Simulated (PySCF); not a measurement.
C3H5PSSi.
Numbering: `[SiH3:1][c:2]1[p:3][cH:4][cH:5][s:6]1`

Structure used (GFN2-xTB), in Å, numbered top down from 1:
```xyz
11
C3H5PSSi angstrom
Si    -2.2938   -0.0050    0.0732
C     -0.4126   -0.0870    0.0265
P      0.5400   -1.4495    0.4598
C      2.0746   -0.6320    0.1449
C      2.0137    0.6487   -0.2835
S      0.4496    1.3249   -0.4676
H     -2.6979    0.9158    1.1390
H     -2.7687   -1.3613    0.3300
H     -2.7688    0.5057   -1.2146
H      3.0172   -1.1370    0.2878
H      2.8521    1.2791   -0.5214
```

NICS = −σ at a ghost point: NICS(0) at the centroid of the ring atoms, NICS(1) 1 Å to either side along the normal of their mean plane, zz for the tensor component along that normal. Level: GIAO PBE0/pcSseg-1 (PySCF, non-relativistic, gas phase) on the GFN2-xTB geometry, one conformer.

Ring bond lengths (Å), with Mayer bond orders in brackets: C2–P3 1.718 (1.44), P3–C4 1.767 (1.15), C4–C5 1.352 (1.62), C5–S6 1.714 (1.18), S6–C2 1.727 (1.17).

Q: Give the NICS values of each ring in ppm.

A: 
```csv
ring,type,NICS(0),"NICS(1), two faces","NICS(1)zz, two faces",rms pucker (Å),"centre to ring atoms, mean (Å)"
C2–P3–C4–C5–S6,5-membered ring with P and S; formal bonds all aromatic,-12.0,-12.1 / -12.1,-28.3 / -28.6,0.00,1.40
```

Q: What can be read from them?

A: 
- C2–P3–C4–C5–S6: mean NICS(1)zz -28.4 ppm, shielded.

Q: How equal are the bonds by HOMA? HOMA = 1 − mean of α(R − Ropt)² over the ring bonds, with Krygowski's 1993 parameters (CC: Ropt 1.388 Å, α 257.7 Å⁻²; CP: Ropt 1.698 Å, α 118.91 Å⁻²; CS: Ropt 1.677 Å, α 94.09 Å⁻²).

A: 
- C2–P3–C4–C5–S6: HOMA 0.74; the largest term is that of P3–C4, α(R − Ropt)² = 0.57.

Q: What field does 14.1 T along the ring normal induce along that normal at the second NICS(1) probe listed for ring C2–P3–C4–C5–S6, 1 Å off the ring?

A: NICSzz × B0 = -28.6 ppm × 14.1 T = -403 μT, against the applied field.

Hardware: one thread of an Arm Neoverse V1, no GPU, shared host with 64 logical CPUs at a one-minute load of 57. Cost: 15 s wall, 0.70 GiB resident at most. This is the whole shielding run at PBE0/pcSseg-1, SCF included.
